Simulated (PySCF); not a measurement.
Compound: C2H9GeNSi.
Bonds: C1–C2 (double), C2–Ge3, Ge3–N4, N4–Si5. Hydrogens: H6, H7 on C1; H8 on C2; H9, H10 on Ge3; H11 on N4; H12, H13, H14 on Si5.

Computed by this run: PySCF, PBE0-D3(BJ)/def2-SVP geometry optimisation, gas phase; density fitting, grid level 1; the optimiser is geomeTRIC in internal coordinates, started from a GFN2-xTB structure with every atom displaced at random (about 0.01 Å).

Step 0: E = -68079.2368 eV
```
atom  x, y, z in Å  |  force x, y, z in eV/Å
C1     -2.5103   -0.0708    0.6183   -1.401   0.165  -1.024
C2     -1.3077    0.3678    0.8754    1.932   0.631   0.035
Ge3    -0.1836    1.3062   -0.4187    0.818  -0.660   0.793
N4      1.2188    0.2395   -1.0242   -1.389   0.421  -0.504
Si5     2.5166   -0.3320   -0.0840   -0.061   0.385   0.158
H6     -3.1314   -0.5861    1.3236   -0.393  -0.537   0.646
H7     -2.9830    0.1536   -0.3412   -0.132  -0.098  -0.166
H8     -0.8497    0.1567    1.8399    0.102  -0.058   0.338
H9     -0.9484    1.7215   -1.6126   -0.744   0.257  -0.941
H10     0.5169    2.4929    0.2185    0.094   0.323   0.268
H11     0.8854   -0.4008   -1.7371    0.043  -0.113  -0.128
H12     3.3673   -1.0656   -1.0059    0.683  -0.476  -0.299
H13     2.0961   -1.1895    1.0309    0.026  -0.462   0.530
H14     3.1509    0.8745    0.4701    0.421   0.222   0.294
```

Step 1: E = -68079.4257 eV
```
atom  x, y, z in Å  |  force x, y, z in eV/Å
C1     -2.5396   -0.0324    0.5939    0.084  -0.052   0.189
C2     -1.3171    0.4339    0.8710   -0.096  -0.112   0.065
Ge3    -0.1710    1.3247   -0.4123   -0.397   0.270  -0.274
N4      1.1327    0.1753   -1.0117    0.267   0.025   0.078
Si5     2.5256   -0.3328   -0.1035    0.122  -0.176  -0.016
H6     -3.1244   -0.6000    1.3326    0.036   0.107  -0.087
H7     -3.0099    0.1160   -0.3814   -0.055   0.029  -0.114
H8     -0.8994    0.2426    1.8675   -0.001  -0.014   0.031
H9     -1.0417    1.7504   -1.6438    0.266  -0.099   0.311
H10     0.5410    2.5248    0.2557   -0.013  -0.117  -0.104
H11     0.8247   -0.4689   -1.7346   -0.034   0.007  -0.001
H12     3.5059   -1.0003   -1.0238   -0.082   0.052   0.031
H13     2.2286   -1.3124    1.0017    0.004   0.048  -0.053
H14     3.1825    0.8471    0.5418   -0.101   0.034  -0.055
```

Question: Estimate the geometry and energy of step 2. (The exact step hangs on the optimiser's Hessian estimate; all steps are aligned on step 1, rigid shifts and turns removed.)

Answer: E = -68079.4437 eV, largest force 0.101 eV/Å
```
atom  x, y, z in Å  |  force x, y, z in eV/Å
C1     -2.5738   -0.0071    0.5801   -0.051   0.039   0.052
C2     -1.3512    0.4213    0.9070    0.022  -0.021  -0.096
Ge3    -0.1910    1.2938   -0.3846    0.041  -0.011   0.080
N4      1.1430    0.1579   -0.9628    0.025  -0.050  -0.058
Si5     2.5797   -0.3365   -0.1222   -0.006   0.064   0.038
H6     -3.2207   -0.5374    1.2886    0.007   0.001   0.012
H7     -2.9960    0.1627   -0.4178    0.002  -0.011   0.000
H8     -0.9635    0.2323    1.9170   -0.036  -0.011  -0.023
H9     -1.0329    1.6944   -1.6141    0.027  -0.031   0.028
H10     0.5192    2.4984    0.2558    0.019   0.028  -0.004
H11     0.8308   -0.4896   -1.6813   -0.031  -0.010  -0.015
H12     3.5277   -0.9688   -1.0915   -0.020   0.005  -0.008
H13     2.3530   -1.3233    0.9879    0.008  -0.006  -0.014
H14     3.2135    0.8698    0.4911   -0.008   0.015   0.008
```

The energy changes by -0.0180 eV. The first-order estimate −F·Δx gives -0.0384 eV and the mean of the old and new forces, exact on a quadratic surface, -0.0184 eV. The step makes an angle of 81° with the force vector and moves no atom by more than 0.126 Å.

What follows is the cost of the whole optimisation. Time: 2.0 min of wall time; peak memory 0.58 GiB. Hardware: one thread, Arm Neoverse V2 (aarch64), shared host with 96 logical CPUs at a one-minute load of 36.
